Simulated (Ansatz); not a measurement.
`[Cl][GeH2][SeH]`. Charge 0, multiplicity 1.

```xyz
6

Cl   -0.4752    0.1529    2.3733
Ge    0.3364    0.0790    0.3854
Se   -1.5206   -0.2999   -1.0002
H     0.9986    1.4347    0.1068
H     1.3390   -1.0816    0.3407
H    -0.6781   -0.2853   -2.2059
```

(1) What are the harmonic wavenumbers in cm⁻¹ at PBE0-D4/def2-TZVP (Ansatz, finite differences of forces, unscaled)? (An estimate is asked.)

## Answers

(1) Computed: 13i, 109, 298, 429, 492, 614, 642, 763, 865, 2162, 2170, 2432.
